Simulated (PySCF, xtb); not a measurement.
GeH7NSSi, SMILES N[SiH2][S][GeH3]. Other conformers were not sampled.

Harmonic wavenumbers (cm⁻¹) from GFN2-xTB (xtb) at its own minimum, in rising order: 30, 94, 96, 132, 189, 397, 433, 471, 485, 504, 520, 613, 703, 726, 771, 805, 828, 851, 912, 1502, 1887, 1959, 2039, 2295, 2368, 3456, 3492.

Task: What does B3LYP-D3(BJ)/def2-SVP (PySCF 2.14.0) give at its own minimum? (The exact figures need the calculation; the answer reports its results.)

Result: 59, 105, 125, 184, 262, 364, 395, 477, 537, 573, 581, 732, 829, 850, 872, 882, 886, 917, 940, 1538, 2117, 2127, 2147, 2233, 2241, 3578, 3674. Paired by order, the mean absolute difference is 81 cm⁻¹ and the zero-point energies are 40.8 and 43.2 kcal/mol.
